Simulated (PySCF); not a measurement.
C4H5ClNSi (doublet state).
Geometry (GFN2-xTB, Å), atoms numbered from 1 in this order:
```
atom  x, y, z in Å
C1    -0.5838   -1.2483   -0.0158
C2    -0.4206    0.2424   -0.1128
C3    -1.4597    1.0351   -0.4210
Cl4   -3.0407    0.4211   -0.7243
Si5    1.2365    0.9864    0.1949
C6     2.5896   -0.1682    0.5837
N7     3.4511   -0.8967    0.8336
H8    -0.8857   -1.6530   -0.9815
H9    -1.3663   -1.4926    0.7018
H10    0.3390   -1.7339    0.2911
H11   -1.3956    2.1080   -0.5036
H12    1.5373    2.3990    0.1278
```

The hyperfine couplings belong to this conformer and change with its torsions.

As a line formula: `C/C(=C\Cl)[SiH]C#N` [radical].

Method: UKS B3LYP, pcH-1 on C Cl H N Si, non-relativistic, mean-field spin-orbit, GIAO in PySCF. Isolated species at its GFN2-xTB geometry (one conformer only). The geometry wasn't refined by DFT: couplings that depend on bond lengths, twists or pyramidal angles can differ widely from those at the functional's own minimum, by a factor of two or more for some ions and for spin on atoms past the first row. The SCF solution wasn't tested for stability.

Problem. Break the g tensor into its mass correction, gauge correction and orbital-Zeeman/spin–orbit terms.

Solution. 
```
                    Δg (ppm)     1     2     3
relativistic mass correction  -156  -156  -156
            gauge correction    -1    35    41
   orbital Zeeman/spin–orbit  -184  1746  3342
                       total  -341  1625  3226
```

So g = 2.00198, 2.00394, 2.00555 and g_iso = 2.00382; the tensor is rhombic: the two nearest values differ by 45 % of g3 − g1. Axes: g2 points within 11° of the C3–H11 bond and g3 points within 13° of the C3–Cl4 bond.

Problem. At 9.696 GHz, how far is the centre of the isotropic spectrum from where a free electron (g = 2.002319) resonates?

Solution. B = hν/(g μB) with μB/h = 13.99624 MHz/mT gives 345.98 mT for the free electron and 345.72 mT at g_iso, 0.26 mT lower.

Problem. What effective moment and Curie constant follow for a powder?

Solution. With the mean of g² = 4.0153 and S(S+1) = 0.75: μ_eff = √(⟨g²⟩S(S+1)) = 1.735 μB and χT = 0.12505·⟨g²⟩·S(S+1) = 0.377 cm³ K/mol (cgs; spin-Hamiltonian part alone).

Problem. In a frozen sample, at which fields do the three g values resonate at 9.5, 34, 94 and 263 GHz (hyperfine left aside), and which band first spreads them over more than twice a line width of 0.3 mT?

Solution. 
| band | GHz | B(g3) mT | B(g2) mT | B(g1) mT | spread mT |
| --- | --- | --- | --- | --- | --- |
| X | 9.5 | 338.44 | 338.71 | 339.04 | 0.60 |
| Q | 34.0 | 1211.25 | 1212.22 | 1213.41 | 2.16 |
| W | 94.0 | 3348.76 | 3351.43 | 3354.73 | 5.97 |
| J | 263.0 | 9369.40 | 9376.89 | 9386.09 | 16.70 |

The spread grows in proportion to the frequency. Q band is the first where it exceeds 0.6 mT.

The largest Mulliken spin populations are on Si5 (+0.85), C3 (+0.27), N7 (+0.18) and C2 (-0.17). Three atoms exceed +0.15. The positive populations add up to 1.34 and the negative ones to -0.34, together 2S = 1. The angles at Si5 add up to 360.0°, so it is planar; its axial dipolar tensor and the negative coupling of its proton fit spin in a p orbital normal to that plane.

The HOMO–LUMO gaps are 4.54 eV among the α and 4.54 eV among the β orbitals.
